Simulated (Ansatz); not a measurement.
Ansatz (an electronic-structure program) input for Si(Cl)(NCO)(OH)2 (CH2ClNO3Si), SMILES C(=N[Si](Cl)(O)O)=O, PBE-D3(BJ)/def2-SVP. 

Ansatz 0.2 input:
```yaml
crystal:
  periodic: [false, false, false]
  atoms:
    - {symbol: O, position_ang: [2.81302110, -1.19022451, -1.41594490]}
    - {symbol: C, position_ang: [1.78511171, -0.74747147, -1.13907556]}
    - {symbol: N, position_ang: [0.69471876, -0.30975688, -0.95590021]}
    - {symbol: Si, position_ang: [-0.53357305, 0.40505920, 0.02561583]}
    - {symbol: O, position_ang: [-1.89470903, 0.40512612, -0.84601906]}
    - {symbol: O, position_ang: [-0.17495713, 1.93039363, 0.39121312]}
    - {symbol: Cl, position_ang: [-0.66704893, -0.61343605, 1.73524523]}
    - {symbol: H, position_ang: [-2.28321879, -0.39886596, -1.18021147]}
    - {symbol: H, position_ang: [-0.42746785, 2.64721503, -0.18581734]}
basis:
  gaussian:
    orbitals: def2-SVP
hamiltonian:
  xc: pbe
  dispersion: d3bj
relax: {f_tol: 0.002, max_steps: 200}
```

It prints:

```
WARN ansatz: RAYON_NUM_THREADS=1 ignored (pool sized by the plan → 1); use --threads N
Functional definition: PBE
integrals: 0.06 GiB planned
1266 factors; their error is unknown
mean field: 0.33 GiB planned
mean field evaluation 1: about -29059.8167 eV, gradient 9.1e1 eV
mean field evaluation 2: about -29024.9988 eV, gradient 1.6e2 eV
mean field evaluation 4: about -29074.2121 eV, gradient 1.2e1 eV
mean field evaluation 8: about -29074.4799 eV, gradient 1.6e-1 eV
mean field evaluation 16: about -29074.4084 eV, gradient 1.6e-3 eV
mean field -29074.40836562 eV, -1068.4648000946 hartree, gradient 3.6e-5 eV, S^2 0.000000; 0 other end points of the search recorded, 0 dependent functions left out
the calculation of the forces begins
reference -29074.40839452 eV, -1068.4648011568 hartree; 35, 35 occupied and 81, 81 virtual orbitals, 1266 factors
relax step   1: F+E_penalty+E_count = -29074.64315284 eV  Δ(F+E_penalty+E_count) = +0.000e0 eV  max|allowed force component| = 2.782e0 eV/Å  Δτ_max = 0.0000 Å  (28 SCF iters, accepted)
these checks for a lower state are left out or cut short: starts, cluster_reference, orbital_swaps, neighbouring_geometries, increment
integrals: 0.06 GiB planned
1266 factors; their error is unknown
mean field: 0.33 GiB planned
mean field -29074.58935003 eV, -1068.4714511491 hartree, gradient 2.4e-5 eV, S^2 0.000000; 0 other end points of the search recorded, 0 dependent functions left out
the calculation of the forces begins
reference -29074.58937924 eV, -1068.4714522227 hartree; 35, 35 occupied and 81, 81 virtual orbitals, 1266 factors
[...]
mean field: 0.33 GiB planned
mean field -29074.62952495 eV, -1068.4729275501 hartree, gradient 1.4e-5 eV, S^2 0.000000; 0 other end points of the search recorded, 0 dependent functions left out
the calculation of the forces begins
reference -29074.62955404 eV, -1068.4729286194 hartree; 35, 35 occupied and 81, 81 virtual orbitals, 1266 factors
relax step  10: F+E_penalty+E_count = -29074.86044128 eV  Δ(F+E_penalty+E_count) = -3.685e-4 eV  max|allowed force component| = 9.302e-2 eV/Å  Δτ_max = 0.0083 Å  (30 SCF iters, accepted)
these checks for a lower state are left out or cut short: starts, cluster_reference, orbital_swaps, neighbouring_geometries, increment
integrals: 0.06 GiB planned
1266 factors; their error is unknown
mean field: 0.33 GiB planned
mean field -29074.62978628 eV, -1068.4729371537 hartree, gradient 1.5e-5 eV, S^2 0.000000; 0 other end points of the search recorded, 0 dependent functions left out
the calculation of the forces begins
reference -29074.62981537 eV, -1068.4729382229 hartree; 35, 35 occupied and 81, 81 virtual orbitals, 1266 factors
relax step  11: F+E_penalty+E_count = -29074.86068018 eV  Δ(F+E_penalty+E_count) = -2.389e-4 eV  max|allowed force component| = 1.931e-2 eV/Å  Δτ_max = 0.0026 Å  (25 SCF iters, accepted)
these checks for a lower state are left out or cut short: starts, cluster_reference, orbital_swaps, neighbouring_geometries, increment
integrals: 0.06 GiB planned
1266 factors; their error is unknown
mean field: 0.33 GiB planned
mean field -29074.62973942 eV, -1068.4729354320 hartree, gradient 1.4e-5 eV, S^2 0.000000; 0 other end points of the search recorded, 0 dependent functions left out
the calculation of the forces begins
reference -29074.62976854 eV, -1068.4729365020 hartree; 35, 35 occupied and 81, 81 virtual orbitals, 1266 factors
relax step  12: F+E_penalty+E_count = -29074.86062633 eV  Δ(F+E_penalty+E_count) = +5.385e-5 eV  max|allowed force component| = 1.146e-1 eV/Å  Δτ_max = 0.0298 Å  (28 SCF iters, rejected (line search))
these checks for a lower state are left out or cut short: starts, cluster_reference, orbital_swaps, neighbouring_geometries, increment
integrals: 0.06 GiB planned
1266 factors; their error is unknown
mean field: 0.33 GiB planned
mean field evaluation 96: about -29074.6928 eV, gradient 1.6e0 eV
mean field -29074.63009295 eV, -1068.4729484237 hartree, gradient 1.4e-5 eV, S^2 0.000000; 0 other end points of the search recorded, 0 dependent functions left out
the calculation of the forces begins
reference -29074.63012206 eV, -1068.4729494935 hartree; 35, 35 occupied and 81, 81 virtual orbitals, 1266 factors
relax step  13: F+E_penalty+E_count = -29074.86092099 eV  Δ(F+E_penalty+E_count) = -2.408e-4 eV  max|allowed force component| = 2.223e-2 eV/Å  Δτ_max = 0.0149 Å  (30 SCF iters, accepted)
these checks for a lower state are left out or cut short: starts, cluster_reference, orbital_swaps, neighbouring_geometries, increment
integrals: 0.06 GiB planned
1266 factors; their error is unknown
mean field: 0.33 GiB planned
mean field -29074.63040703 eV, -1068.4729599662 hartree, gradient 1.2e-5 eV, S^2 0.000000; 0 other end points of the search recorded, 0 dependent functions left out
the calculation of the forces begins
reference -29074.63043619 eV, -1068.4729610376 hartree; 35, 35 occupied and 81, 81 virtual orbitals, 1266 factors
relax step  14: F+E_penalty+E_count = -29074.86106074 eV  Δ(F+E_penalty+E_count) = -1.397e-4 eV  max|allowed force component| = 4.964e-2 eV/Å  Δτ_max = 0.0359 Å  (28 SCF iters, accepted)
these checks for a lower state are left out or cut short: starts, cluster_reference, orbital_swaps, neighbouring_geometries, increment
integrals: 0.06 GiB planned
1266 factors; their error is unknown
mean field: 0.33 GiB planned
mean field -29074.62800361 eV, -1068.4728716421 hartree, gradient 1.3e-5 eV, S^2 0.000000; 0 other end points of the search recorded, 0 dependent functions left out
the calculation of the forces begins
reference -29074.62803273 eV, -1068.4728727122 hartree; 35, 35 occupied and 81, 81 virtual orbitals, 1266 factors
relax step  15: F+E_penalty+E_count = -29074.85880898 eV  Δ(F+E_penalty+E_count) = +2.252e-3 eV  max|allowed force component| = 4.896e-1 eV/Å  Δτ_max = 0.0242 Å  (30 SCF iters, rejected (line search))
these checks for a lower state are left out or cut short: starts, cluster_reference, orbital_swaps, neighbouring_geometries, increment
integrals: 0.06 GiB planned
1266 factors; their error is unknown
mean field: 0.33 GiB planned
mean field -29074.63040584 eV, -1068.4729599225 hartree, gradient 1.3e-5 eV, S^2 0.000000; 0 other end points of the search recorded, 0 dependent functions left out
the calculation of the forces begins
reference -29074.63043499 eV, -1068.4729609935 hartree; 35, 35 occupied and 81, 81 virtual orbitals, 1266 factors
relax step  16: F+E_penalty+E_count = -29074.86109804 eV  Δ(F+E_penalty+E_count) = -3.730e-5 eV  max|allowed force component| = 7.916e-3 eV/Å  Δτ_max = 0.0034 Å  (32 SCF iters, accepted)
these checks for a lower state are left out or cut short: starts, cluster_reference, orbital_swaps, neighbouring_geometries, increment
integrals: 0.06 GiB planned
1266 factors; their error is unknown
mean field: 0.33 GiB planned
mean field evaluation 128: about -29074.6304 eV, gradient 1.7e-5 eV
mean field -29074.63040456 eV, -1068.4729598753 hartree, gradient 1.7e-5 eV, S^2 0.000000; 0 other end points of the search recorded, 0 dependent functions left out
the calculation of the forces begins
reference -29074.63043370 eV, -1068.4729609463 hartree; 35, 35 occupied and 81, 81 virtual orbitals, 1266 factors
relax step  17: F+E_penalty+E_count = -29074.86110190 eV  Δ(F+E_penalty+E_count) = -3.861e-6 eV  max|allowed force component| = 5.598e-3 eV/Å  Δτ_max = 0.0019 Å  (24 SCF iters, accepted)
these checks for a lower state are left out or cut short: starts, cluster_reference, orbital_swaps, neighbouring_geometries, increment
integrals: 0.06 GiB planned
1266 factors; their error is unknown
mean field: 0.33 GiB planned
mean field -29074.63039297 eV, -1068.4729594494 hartree, gradient 2.1e-5 eV, S^2 0.000000; 0 other end points of the search recorded, 0 dependent functions left out
the calculation of the forces begins
reference -29074.63042211 eV, -1068.4729605203 hartree; 35, 35 occupied and 81, 81 virtual orbitals, 1266 factors
relax step  18: F+E_penalty+E_count = -29074.86110448 eV  Δ(F+E_penalty+E_count) = -2.574e-6 eV  max|allowed force component| = 3.094e-3 eV/Å  Δτ_max = 0.0018 Å  (23 SCF iters, accepted)
these checks for a lower state are left out or cut short: starts, cluster_reference, orbital_swaps, neighbouring_geometries, increment
integrals: 0.06 GiB planned
1266 factors; their error is unknown
mean field: 0.33 GiB planned
mean field -29074.63038675 eV, -1068.4729592206 hartree, gradient 1.8e-5 eV, S^2 0.000000; 0 other end points of the search recorded, 0 dependent functions left out
the calculation of the forces begins
reference -29074.63041589 eV, -1068.4729602915 hartree; 35, 35 occupied and 81, 81 virtual orbitals, 1266 factors
relax step  19: F+E_penalty+E_count = -29074.86110744 eV  Δ(F+E_penalty+E_count) = -2.961e-6 eV  max|allowed force component| = 4.179e-3 eV/Å  Δτ_max = 0.0034 Å  (22 SCF iters, accepted)
these checks for a lower state are left out or cut short: starts, cluster_reference, orbital_swaps, neighbouring_geometries, increment
integrals: 0.06 GiB planned
1266 factors; their error is unknown
mean field: 0.33 GiB planned
mean field -29074.63038309 eV, -1068.4729590862 hartree, gradient 1.3e-5 eV, S^2 0.000000; 0 other end points of the search recorded, 0 dependent functions left out
the calculation of the forces begins
reference -29074.63041223 eV, -1068.4729601572 hartree; 35, 35 occupied and 81, 81 virtual orbitals, 1266 factors
relax step  20: F+E_penalty+E_count = -29074.86111065 eV  Δ(F+E_penalty+E_count) = -3.215e-6 eV  max|allowed force component| = 3.149e-3 eV/Å  Δτ_max = 0.0059 Å  (31 SCF iters, accepted)
these checks for a lower state are left out or cut short: starts, cluster_reference, orbital_swaps, neighbouring_geometries, increment
integrals: 0.06 GiB planned
1266 factors; their error is unknown
mean field: 0.33 GiB planned
mean field -29074.63037675 eV, -1068.4729588532 hartree, gradient 2.5e-5 eV, S^2 0.000000; 0 other end points of the search recorded, 0 dependent functions left out
the calculation of the forces begins
reference -29074.63040589 eV, -1068.4729599242 hartree; 35, 35 occupied and 81, 81 virtual orbitals, 1266 factors
relax step  21: F+E_penalty+E_count = -29074.86111178 eV  Δ(F+E_penalty+E_count) = -1.133e-6 eV  max|allowed force component| = 2.406e-3 eV/Å  Δτ_max = 0.0036 Å  (23 SCF iters, accepted)
these checks for a lower state are left out or cut short: starts, cluster_reference, orbital_swaps, neighbouring_geometries, increment
integrals: 0.06 GiB planned
1266 factors; their error is unknown
mean field: 0.33 GiB planned
mean field -29074.63038161 eV, -1068.4729590318 hartree, gradient 5.9e-5 eV, S^2 0.000000; 0 other end points of the search recorded, 0 dependent functions left out
the calculation of the forces begins
reference -29074.63041075 eV, -1068.4729601028 hartree; 35, 35 occupied and 81, 81 virtual orbitals, 1266 factors
relax step  22: F+E_penalty+E_count = -29074.86111227 eV  Δ(F+E_penalty+E_count) = -4.828e-7 eV  max|allowed force component| = 9.382e-4 eV/Å  Δτ_max = 0.0010 Å  (20 SCF iters, accepted)
integrals: 0.06 GiB planned
1266 factors; their error is unknown
mean field: 0.33 GiB planned
mean field evaluation 160: about -29074.6304 eV, gradient 5.9e-5 eV
mean field -29074.63038161 eV, -1068.4729590318 hartree, gradient 5.9e-5 eV, S^2 0.000000; 1 other end points of the search recorded, 0 dependent functions left out
the calculation of the forces begins
reference -29074.63041075 eV, -1068.4729601028 hartree; 35, 35 occupied and 81, 81 virtual orbitals, 1266 factors
Total energy: -29074.86114141 eV, -1068.4814392981 hartree
Atom 0 at     2.775107    -1.340031    -1.502146 Å, force    -0.000296     0.000372     0.000045 eV/Å
Atom 1 at     1.775762    -0.805500    -1.175315 Å, force    -0.000554     0.000034     0.000039 eV/Å
Atom 2 at     0.733708    -0.252789    -0.890662 Å, force     0.000501    -0.000457     0.000394 eV/Å
Atom 3 at    -0.525825     0.449542     0.052927 Å, force     0.000876    -0.000271    -0.000104 eV/Å
Atom 4 at    -1.936303     0.406312    -0.815932 Å, force    -0.000341     0.000307     0.000228 eV/Å
Atom 5 at    -0.219970     2.021571     0.453857 Å, force    -0.000493     0.000938    -0.000862 eV/Å
Atom 6 at    -0.628444    -0.613716     1.812902 Å, force    -0.000149    -0.000093    -0.000356 eV/Å
Atom 7 at    -2.099160    -0.408837    -1.321656 Å, force     0.000093    -0.000241    -0.000082 eV/Å
Atom 8 at    -0.562999     2.671486    -0.184869 Å, force     0.000361    -0.000590     0.000697 eV/Å
Dipole moment:    -0.340630     0.106261    -0.373460 e Å
```

The calculation finished and met its thresholds.

Cost: roughly 60 core-seconds.
